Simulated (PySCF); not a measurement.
# Polarisability and C₆ of Cl²⁺ (chlorine, charge +2)

[Ne] 3s2 3p3, high-spin 4S determinant. All numbers are calculated (PySCF 2.14, scalar relativity by spin-free X2C-1e, in aug-cc-pVTZ-DK). Coupled (time-dependent) response in atomic units; α is the mean over directions.

```json
{"method": "UHF", "mean α (bohr³)": "5.906", "C₆ (like pair)": "21.06", "S(−4)": "11.01"}
{"method": "PBE", "mean α (bohr³)": "5.817", "C₆ (like pair)": "20.77", "S(−4)": "9.779"}
{"method": "PBE0", "mean α (bohr³)": "5.801", "C₆ (like pair)": "20.68", "S(−4)": "9.827"}
{"method": "r2SCANh", "mean α (bohr³)": "5.826", "C₆ (like pair)": "21.27", "S(−4)": "9.732"}
{"method": "revPBE", "mean α (bohr³)": "5.839", "C₆ (like pair)": "20.87", "S(−4)": "9.963"}
```

S(−4) is the Cauchy moment in α(ω) = α(0) + S(−4) ω² + …

α(iu) at revPBE:

| u (hartree) | α(iu) (bohr³) |
| --- | --- |
| 0 | 5.839 |
| 0.0500 | 5.815 |
| 0.100 | 5.742 |
| 0.200 | 5.473 |
| 0.300 | 5.088 |
| 0.500 | 4.185 |
| 0.750 | 3.143 |
| 1.00 | 2.349 |
| 1.50 | 1.386 |
| 2.00 | 0.8935 |
| 3.00 | 0.4562 |
| 5.00 | 0.1889 |

A single London oscillator, α(iu) = α/(1 + u²/ω²), gives C₆ = (3/4) ω α². Matching the computed C₆ needs ω = 4 × 20.87 / (3 × 5.839²) = 0.816 hartree.

For an ion, C₆ is the dispersion term alone; charge-induced terms of lower order in 1/R come first.
